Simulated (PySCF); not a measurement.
## Electron correlation in O⁺ (oxygen, charge +1)

[He] 2s2 2p3, high-spin 4S determinant. Computed with PySCF 2.14 in dyall-acv3z (15s9p4d2f, 76 functions), with the non-relativistic Hamiltonian (point nucleus). Frozen: nothing; 7 electrons correlated; the 5 highest virtual orbitals of each spin left out.

| level | correlation energy (mhartree) |
| --- | --- |
| CCSD | -170.89 |
| (T) | -1.95 |
| CCSD(T) | -172.84 |

Diagnostics: T1 = 0.0037, D1 = 0.0110, largest double amplitude 0.030.

Task: Is a single reference adequate?

Result: Yes: T1 lies below 0.03 and no double amplitude reaches 0.07.
